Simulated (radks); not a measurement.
Q: The arsenic ion As3+, 30 electrons, occupied as [Ar] 3d9.5 4s2 5s0.5 (fractional occupations, a model configuration). Calculated with a radial shooting solver on a logarithmic mesh with Libxc functionals: scalar-relativistic Kohn-Sham, exchange-only LDA, spin-unpolarised, spherical densities, finite nucleus; Fermi nuclear charge, rms radius 4.0968 fm. Some entries of the table are withheld. Estimate them.

| orbital | occ. | eigenvalue (hartree) | r(max) (bohr) |
|---|---|---|---|
| 1s | 2 | -431.4820 | (1) |
| 2s | 2 | -56.13631 | 0.1703 |
| 2p | 6 | -49.47140 | 0.1363 |
| 3s | 2 | -8.50016 | (2) |
| 3p | 6 | -6.43461 | 0.5197 |
| 3d | 9.5 | -3.02113 | 0.4716 |
| 4s | 2 | -1.74139 | (3) |
| 5s | 0.5 | (4) | 3.608 |

A: 
(1) 1s r(max) (bohr): 0.02978
(2) 3s r(max) (bohr): 0.5213
(3) 4s r(max) (bohr): 1.498
(4) 5s eigenvalue (hartree): -0.67443
